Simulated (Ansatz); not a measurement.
Geometry optimisation, UKS B3LYP/def2-SVP in Ansatz.

The input (input.yaml):

```yaml
crystal:
  periodic: [false, false, false]
  atoms:
    - { symbol: B, position_ang: [-0.002935, 0.011572, -0.206275] }
    - { symbol: H, position_ang: [0.00836, 0.010515, 0.988256] }
    - { symbol: Cl, position_ang: [1.507435, -0.005377, -1.092542] }
    - { symbol: Cl, position_ang: [-1.526132, -0.001415, -1.080457] }
    - { symbol: "N", position_ang: [0.30683, -0.197078, 3.223288] }
    - { symbol: H, position_ang: [-0.574864, -0.582312, 3.602558] }
    - { symbol: H, position_ang: [0.281306, 0.764095, 3.605172] }
magnetization:
  spin_polarized: true
  initial_magnetization: 1
basis:
  gaussian: { orbitals: def2-SVP }
hamiltonian:
  xc: b3lyp
relax:
  f_tol: 0.03
  max_steps: 50
```

Command:

```bash
$ ansatz run input.yaml --threads 2 --pin off --max-ram 3072MiB --backend cpu --events-out ev --progress --plain --runs-dir out
```

Q: Where does it end, and by what steps?

A: It converged. The force dipped under the threshold on the way, but the program's further checks kept it going. After 18 steps the energy has fallen by 0.027 eV; Cl3 moved furthest, 0.51 Å.

```
step  energy less start (eV)  largest force component (eV/Å)  accepted
   0                  0.0000                           0.255       yes
   1                  0.0233                           0.979        no
   2                 -0.0105                           0.202       yes
   3                 -0.0128                           0.182       yes
   4                 -0.0187                           0.096       yes
   5                 -0.0195                           0.140       yes
   6                 -0.0215                           0.153       yes
   7                 -0.0137                           0.601        no
   8                 -0.0243                           0.020       yes
   9                 -0.0233                           0.233        no
  10                 -0.0231                           0.177        no
  11                 -0.0247                           0.049       yes
  12                 -0.0254                           0.121       yes
  13                 -0.0256                           0.093       yes
  14                 -0.0263                           0.078       yes
  15                 -0.0268                           0.012       yes
  16                 -0.0269                           0.072       yes
  17                 -0.0235                           0.235        no
  18                 -0.0272                           0.003       yes
```

```xyz
7
Properties=species:S:1:pos:R:3
B 0.099 -0.027 -0.484
H 0.295 -0.110 0.693
Cl 1.449 0.032 -1.598
Cl -1.544 0.039 -1.091
N 0.070 -0.068 3.447
H -0.618 -0.608 4.005
H 0.250 0.743 4.067
```

Whether the end is a true minimum wasn't checked by a vibrational analysis.

Run time: 43 s on 2 threads of Arm Neoverse V1 (shared host), peak memory 0.2 GiB.
